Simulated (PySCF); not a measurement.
Atomic charges against the basis set

Compound: C3H5ClOSi.
Z-matrix (Å and degrees, PBE0-D3(BJ)/def2-SVP geometry), rows numbered from 1:
```
C 
C   1  1.3414
C   2  1.4737  1  120.29
O   3  1.2085  2  122.36  1   179.24
Si  2  1.8824  1  125.42  3   179.80
Cl  5  2.0781  2  106.56  1     1.37
H   1  1.0973  2  120.93  3     0.14
H   1  1.0945  2  121.72  3  -179.89
H   3  1.1204  2  116.41  1    -0.97
H   5  1.4855  2  111.51  1  -116.25
H   5  1.4855  2  111.19  1   118.88
```

PBE0 throughout (PySCF), one geometry, spherical d and f functions. Geometry: PBE0-D3(BJ)/def2-SVP, one conformer, isolated molecule. The first 7 of 10 kinds of atom are listed.

Mulliken charges (e):

| basis | functions | C1 | C2 | C3 | O4 | Si5 | Cl6 | H7 |
| --- | --- | --- | --- | --- | --- | --- | --- | --- |
| STO-3G | 43 | -0.144 | -0.184 | +0.082 | -0.188 | +0.693 | -0.355 | +0.092 |
| 6-31G | 72 | -0.315 | -0.299 | +0.217 | -0.388 | +0.703 | -0.335 | +0.187 |
| pcSseg-0 | 72 | -0.311 | -0.695 | +0.293 | -0.456 | +0.869 | -0.403 | +0.247 |
| 6-31G* | 102 | -0.374 | -0.149 | +0.210 | -0.379 | +0.511 | -0.302 | +0.196 |
| cc-pVDZ | 117 | +0.043 | -0.316 | +0.214 | -0.206 | +0.414 | -0.249 | +0.060 |
| def2-SVP | 117 | -0.009 | -0.353 | +0.207 | -0.222 | +0.583 | -0.282 | +0.070 |
| aug-cc-pVDZ | 191 | +0.578 | +0.417 | +0.766 | -0.540 | -0.205 | -0.449 | -0.460 |
| 6-311+G(2d,p) | 208 | -0.616 | +0.403 | -0.028 | -0.382 | +0.506 | -0.238 | +0.139 |
| def2-TZVP | 228 | -0.236 | -0.056 | +0.080 | -0.280 | +0.367 | -0.261 | +0.143 |
| cc-pVTZ | 258 | -0.207 | -0.117 | +0.129 | -0.256 | +0.373 | -0.240 | +0.130 |
| IGLO-III | 278 | -0.211 | -0.218 | +0.228 | -0.399 | +1.026 | -0.400 | +0.112 |

IAO charges (e):

```tsv
basis	functions	C1	C2	C3	O4	Si5	Cl6	H7
STO-3G	43	-0.210	-0.307	+0.072	-0.183	+0.734	-0.304	+0.140
6-31G	72	-0.231	-0.291	+0.212	-0.364	+0.644	-0.307	+0.163
pcSseg-0	72	-0.208	-0.315	+0.216	-0.356	+0.647	-0.302	+0.156
6-31G*	102	-0.217	-0.327	+0.256	-0.384	+0.779	-0.329	+0.155
cc-pVDZ	117	-0.225	-0.319	+0.252	-0.377	+0.773	-0.327	+0.155
def2-SVP	117	-0.212	-0.324	+0.253	-0.379	+0.786	-0.321	+0.151
aug-cc-pVDZ	191	-0.233	-0.319	+0.259	-0.397	+0.780	-0.333	+0.160
6-311+G(2d,p)	208	-0.231	-0.329	+0.260	-0.398	+0.807	-0.334	+0.160
def2-TZVP	228	-0.230	-0.332	+0.262	-0.397	+0.819	-0.335	+0.159
cc-pVTZ	258	-0.231	-0.328	+0.260	-0.394	+0.806	-0.335	+0.159
IGLO-III	278	-0.232	-0.330	+0.260	-0.399	+0.812	-0.331	+0.159
```

Question: Which scheme is steadiest as the basis changes?

Answer: Largest range over the bases for any column: IAO 0.22 e, Mulliken 1.23 e. IAO charges move least and Mulliken charges most, counted in e. Without the minimal STO-3G basis the ranges are IAO 0.17, Mulliken 1.23 e.

Question: How much do the charges still move between the two largest bases, cc-pVTZ and IGLO-III?

Answer: At most, over all atoms: Mulliken 0.653 e, IAO 0.006 e.

Question: What do the same runs give for the total energy, the frontier levels and the dipole moment?

Answer: 
```tsv
basis	energy (Eh)	HOMO (eV)	LUMO (eV)	μ (D)
STO-3G	-930.9708	-4.84	0.88	1.76
6-31G	-941.6103	-7.89	-2.20	2.74
pcSseg-0	-940.4404	-8.07	-2.39	2.73
6-31G*	-941.7234	-7.75	-2.04	2.57
cc-pVDZ	-941.7803	-7.74	-2.09	2.41
def2-SVP	-941.3896	-7.83	-2.17	2.48
aug-cc-pVDZ	-941.7967	-7.92	-2.32	2.57
6-311+G(2d,p)	-941.8455	-7.95	-2.34	2.63
def2-TZVP	-941.8647	-7.91	-2.29	2.60
cc-pVTZ	-941.8666	-7.88	-2.25	2.56
IGLO-III	-941.8614	-7.91	-2.30	2.61
```

The dipole is fixed by the density alone, so its range of 0.98 D shows that the density itself changes with the basis, not only its division among atoms.
